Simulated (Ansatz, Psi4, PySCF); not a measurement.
N2 (SMILES N#N), singlet, at a GFN2-xTB geometry, atoms displaced at random by about 0.08 Å a coordinate. Base run: PBE/def2-SVP, gradient run with PySCF.

The PySCF input:
```python
from pyscf import gto, scf, dft

mol = gto.Mole()
mol.atom = '''
    N     0.09026485    0.12641149   -0.63010120
    N     0.03777134   -0.00717777    0.64453963
'''
mol.basis = 'def2-svp'
mol.verbose = 4
mol.build()

mf = dft.RKS(mol)
mf.xc = 'pbe'
mf.kernel()
g = mf.nuc_grad_method()
grad = g.kernel()
```

Programs used: Ansatz (an electronic-structure program), Psi4, PySCF; a row that names a program was run with it.

The coordinate followed is x of atom 2.

Each row names what was changed in the base input (with any setting that the change needs).

```json
[
 {"change": "base", "dE/dx (Eh/bohr)": "-0.011019", "net force (Eh/bohr)": "0.000000"},
 {"change": "grids.level = 5; grid_response = off", "dE/dx (Eh/bohr)": "-0.011026", "net force (Eh/bohr)": "0.000000"},
 {"change": "finite difference step (bohr) = 0.05; conv_tol = 1e-11", "dE/dx (Eh/bohr)": "-0.011033", "net force (Eh/bohr)": "-"},
 {"change": "conv_tol = 1e-11", "dE/dx (Eh/bohr)": "-0.011019", "net force (Eh/bohr)": "0.000000"},
 {"change": "finite difference step (bohr) = 1e-3; conv_tol = 1e-11", "dE/dx (Eh/bohr)": "-0.011029", "net force (Eh/bohr)": "-"},
 {"change": "grid_response = on", "dE/dx (Eh/bohr)": "-0.011029", "net force (Eh/bohr)": "0.000000"},
 {"change": "code = psi4", "dE/dx (Eh/bohr)": "-0.011026", "net force (Eh/bohr)": "0.000000"},
 {"change": "density fitting = on; auxbasis_response = off", "dE/dx (Eh/bohr)": "-0.011080", "net force (Eh/bohr)": "0.000000"},
 {"change": "grids.level = 1; grid_response = on", "dE/dx (Eh/bohr)": "-0.011033", "net force (Eh/bohr)": "0.000000"},
 {"change": "conv_tol = 1e-4", "dE/dx (Eh/bohr)": "-0.011018", "net force (Eh/bohr)": "0.000000"},
 {"change": "density fitting = on", "dE/dx (Eh/bohr)": "-0.011020", "net force (Eh/bohr)": "0.000000"},
 {"change": "code = ansatz", "dE/dx (Eh/bohr)": "-0.011026", "net force (Eh/bohr)": "0.000000"}
]
```

The net force is zero for an exact gradient.
